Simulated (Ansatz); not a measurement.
Born–Oppenheimer molecular dynamics of CH$_{8}$GeN$_{2}$Si (13 atoms, charge 0, multiplicity 1). It starts at the highest image of a converged band. Of that band: Neighbouring images differ by up to 2.8 eV, so the band resolves the path poorly. A vibrational analysis at the climbing image gives one clearly imaginary mode, 2092i cm⁻¹: a first-order saddle point.

The calculation used Ansatz, RHF/def2-SVP.

```json
{"ensemble": "NVE (velocity Verlet)", "time step": "0.5 fs", "steps asked": "200", "starting velocities drawn for": "300 K", "seed": "10417"}
```

First frame:

```xyz
13
Properties=species:S:1:pos:R:3
N 0.845 1.319 1.200
C -0.379 1.568 1.060
Ge -1.561 0.267 0.138
Si -0.264 -1.654 -0.554
N 1.393 -1.112 -1.268
H 1.326 2.064 1.685
H -0.815 2.502 1.435
H -2.698 -0.109 1.109
H -2.215 1.016 -1.040
H 0.647 -2.159 -1.776
H 0.155 -2.311 0.711
H 1.363 -0.406 -1.983
H 2.223 -1.021 -0.702
```

Problem. How far do the bonds stretch over the last three quarters of this one trajectory? (Pairs bonded in most of those frames.)

Solution. 
| bond | mean (Å) | spread (Å) | shortest | longest |
| --- | --- | --- | --- | --- |
| N1–C2 | 1.257 | 0.010 | 1.24 | 1.27 |
| N1–H6 | 1.013 | 0.017 | 0.99 | 1.04 |
| C2–Ge3 | 2.008 | 0.046 | 1.96 | 2.10 |
| C2–H7 | 1.103 | 0.024 | 1.07 | 1.14 |
| Ge3–Si4 | 2.549 | 0.110 | 2.34 | 2.69 |
| Ge3–H8 | 1.558 | 0.020 | 1.52 | 1.60 |
| Ge3–H9 | 1.560 | 0.044 | 1.49 | 1.63 |
| Si4–H11 | 1.518 | 0.007 | 1.51 | 1.53 |
| N5–H10 | 1.041 | 0.105 | 0.88 | 1.19 |
| N5–H12 | 1.018 | 0.058 | 0.91 | 1.12 |
| N5–H13 | 1.017 | 0.019 | 0.98 | 1.06 |

Mean temperature of the second half: 844 K. The conserved energy stayed within 1.1 meV per atom of its start (net change -0.34 meV per atom), so the integration is sound. The kinetic energy rose, since the run started high on the potential surface and went downhill. It ends in pieces (CH5GeNSi + H3N), so much of that is their flight and rotation, not heat. A run of 0.1 ps of so small a system gives no equilibrium averages. The orbitals stay closed-shell, which can raise the energy where a bond breaks towards radicals; this wasn't checked here.

Run time: 5 min on 2 threads of Intel(R) Xeon(R) 6975P-C (Granite Rapids) (shared host), peak memory 0.36 GiB.
